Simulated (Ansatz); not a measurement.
A nudged elastic band was laid between two geometries of CH4BFO (8 atoms, charge 0, multiplicity 1).

Theory: RKS PBE0-D4/def2-SVP (Ansatz 0.2.0).

```json
{
 "movable images": "7",
 "climbing image": "yes",
 "spring": "5.0 eV/Å²",
 "optimiser": "quadratic models (default)",
 "start path": "through a guess of the saddle point",
 "force threshold": "0.05 eV/Å",
 "iteration limit": "53",
 "end points": "relaxed"
}
```

First end point:

```xyz
8
Properties=species:S:1:pos:R:3
O -0.782 1.367 -0.589
B -0.029 0.766 0.345
C 0.329 -0.760 0.154
F -0.236 -1.227 -1.029
H -1.006 0.731 -1.286
H 0.347 1.413 1.295
H -0.045 -1.373 0.995
H 1.422 -0.918 0.114
```

Last end point:

```xyz
8
Properties=species:S:1:pos:R:3
O -0.799 1.429 -0.556
B -0.030 0.738 0.311
C 0.300 -0.793 0.085
F 1.098 -1.325 1.069
H -1.118 0.917 -1.308
H 0.392 1.349 1.264
H 0.798 -0.935 -0.896
H -0.641 -1.380 0.032
```

(1) Which bonds break or form, and what moves?

(2) What energy profile does the band end with?

(3) What is the geometry of the highest image?

(4) What are the harmonic wavenumbers there?

Results:

(1) No bond is made or broken. The dihedral O1–B2–C3–F4 goes from 0 to 180°.

(2) The run converged. The highest image is number 4 of 0 to 8, 8.0 kcal/mol above the first end and 2.8 kcal/mol above the last; the last end lies 5.2 kcal/mol above the first. A vibrational analysis at the climbing image gives one clearly imaginary mode, 124i cm⁻¹: a first-order saddle point.

| image | path coordinate (Å) | energy (kcal/mol) | dihedral O1–B2–C3–F4 (°) |
| --- | --- | --- | --- |
| 0 | 0.00 | 0.0 | 0 |
| 1 | 0.57 | 1.3 | 22 |
| 2 | 1.14 | 4.4 | 43 |
| 3 | 1.71 | 7.1 | 65 |
| 4 | 2.28 | 8.0 | 86 |
| 5 | 2.88 | 7.4 | 111 |
| 6 | 3.49 | 6.3 | 136 |
| 7 | 4.09 | 5.5 | 160 |
| 8 | 4.69 | 5.2 | 180 |

(3) 
```xyz
8
Properties=species:S:1:pos:R:3
O -1.027 1.344 -0.299
B 0.103 0.788 0.173
C 0.337 -0.793 0.133
F 0.880 -1.081 -1.114
H -1.666 0.704 -0.634
H 0.940 1.559 0.584
H -0.601 -1.372 0.246
H 1.035 -1.148 0.910
```

(4) 124i, 231, 380, 699, 811, 871, 935, 1056, 1077, 1182, 1238, 1343, 1456, 1475, 2628, 3027, 3107, 3872 cm⁻¹.

The run took 5.1 min on 1 thread of Intel(R) Xeon(R) Platinum 8175M CPU @ 2.50GHz (Skylake/Cascade Lake), with other jobs on the host, peak memory 0.24 GiB.
